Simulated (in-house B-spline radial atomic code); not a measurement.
Settings and results of a run for Ru III (Ru2+). Method: Dirac-Kohn-Sham LDA VWN5, spherical fractional occupations, Fermi nucleus of rms radius 4.4809 fm, inside a hard spherical wall at 3.79 bohr. Calculated with a radial B-spline atomic code at the basis-set limit.

Command:
```bash
python run_scf.py task.json out
```
Settings (nuclear radius in fm, mass in u):
```
Z                44
configuration    [Kr] 4d6
hamiltonian      dirac
method           lda,vwn
spin_polarised   False
nucleus          fermi
rms_radius       4.4809
atomic_mass      101.90434
speed_of_light   137.035999084
wall_radius      3.79
```

Output (hartree, bohr):
```
 radial grid: 61 intervals, B-splines of order 8, outer radius 3.79 bohr

 iter        energy (Eh)    residual
    1       -4522.051274    3.73e-01
    2       -4523.082012    2.60e-01
    3       -4525.929572    2.27e-02
    4       -4525.958650    6.96e-03
    5       -4525.959888    3.13e-03
    6       -4525.960031    3.54e-04
    7       -4525.960032    1.79e-04
    8       -4525.960034    2.97e-06
    9       -4525.960034    3.40e-07

 total energy                     -4525.96003
 kinetic                            4709.0408
 electron-nucleus                 -10926.2512
 Hartree                            1819.9128
 exchange-correlation               -128.6624

 first-order corrections (not in the total)
   Gaunt                             3.1619
   retardation                      -0.3171
   frequency dependence             -0.0212
   self-energy                       2.1244
   Uehling                          -0.2512
   Wichmann-Kroll                    0.0041

 orbital      occ     eigenvalue          <r>       <r^2>       <1/r>       r_max    small
 1s1/2      2.000      -805.3376    0.0334698  0.00151253     45.8261     0.02174  2.58e-02
 2s1/2      2.000      -116.3641     0.145475   0.0250041     10.4818      0.1232  5.33e-03
 2p1/2      2.000      -107.6465      0.12368   0.0187823     10.4677     0.09549  5.35e-03
 2p3/2      4.000      -102.8429     0.128454   0.0201311     9.91629     0.09949  5.16e-03
 3s1/2      2.000       -21.0229     0.403248    0.186324     3.61863      0.3623  1.45e-03
 3p1/2      2.000       -17.6372     0.396179    0.182778     3.52398      0.3487  1.40e-03
 3p3/2      4.000       -16.8218     0.406922    0.192594     3.39001      0.3584  1.35e-03
 3d3/2      4.000       -10.8037      0.38242    0.175303     3.21481       0.299  1.24e-03
 3d5/2      6.000       -10.6447     0.385912    0.178368     3.18021      0.3018  1.22e-03
 4s1/2      2.000        -3.4785      1.01693     1.17304     1.35644      0.9131  3.51e-04
 4p1/2      2.000        -2.4654      1.10211     1.39181      1.2351      0.9639  3.00e-04
 4p3/2      4.000        -2.3386      1.13269     1.46979     1.19402      0.9892  2.86e-04
 4d3/2      2.400        -0.8353      1.45821      2.4681     0.89923       1.189  1.72e-04
 4d5/2      3.600        -0.8210      1.46961     2.50438    0.890597       1.201  1.69e-04
```

Time taken, with all properties: 0.36 s on 1 thread of Arm Neoverse V2, on a shared host.

For the Dirac Hamiltonian the kinetic term is c α·p + (β - 1)c².
